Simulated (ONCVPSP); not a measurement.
# u(r) = r·R(r): atom against pseudo-atom (Li)

Columns: radius, all-electron u(r) and pseudo u(r) of the 2s shell (level -2.82 eV) of lithium in the configuration [He] 2s1; PBEsol, scalar-relativistic, ONCV scheme, ONCVPSP 4.0.1.

| r (bohr) | all-electron | pseudo |
| --- | --- | --- |
| 0.118 | -0.1306 | 0.0134 |
| 0.235 | -0.1793 | 0.0274 |
| 0.353 | -0.1804 | 0.0426 |
| 0.470 | -0.1538 | 0.0591 |
| 0.588 | -0.1113 | 0.0776 |
| 0.705 | -0.0611 | 0.0978 |
| 0.822 | -0.0075 | 0.1201 |
| 0.940 | 0.0470 | 0.1448 |
| 1.058 | 0.1000 | 0.1715 |
| 1.175 | 0.1499 | 0.1997 |
| 1.292 | 0.1966 | 0.2291 |
| 1.410 | 0.2401 | 0.2594 |
| 1.528 | 0.2799 | 0.2898 |
| 1.645 | 0.3156 | 0.3197 |
| 1.763 | 0.3483 | 0.3490 |
| 1.880 | 0.3778 | 0.3770 |
| 1.998 | 0.4045 | 0.4034 |
| 2.115 | 0.4278 | 0.4272 |
| 2.232 | 0.4480 | 0.4478 |
| 2.350 | 0.4653 | 0.4653 |
| 2.468 | 0.4798 | 0.4798 |
| 2.585 | 0.4915 | 0.4915 |
| 2.702 | 0.5008 | 0.5008 |
| 2.820 | 0.5078 | 0.5078 |
| 2.938 | 0.5126 | 0.5126 |
| 3.055 | 0.5153 | 0.5153 |

Problem. How many radial nodes do the two functions have?

Solution. The all-electron 2s function has n − l − 1 = 1; the pseudo-wave has 0, since the states of the same l below it are removed with the core.

Problem. At about which radius was the pseudo-wave matched?

Solution. 2.35 bohr. The columns agree to 0.0005 from 2.23 bohr on; several derivatives are matched, so the curves merge somewhat inside the radius.

Problem. Is the pseudo-wave norm-conserving?

Solution. Yes: the ONCV scheme keeps the norm inside the radius equal to the all-electron one, which fixes the energy derivative of the logarithmic derivative at the level.
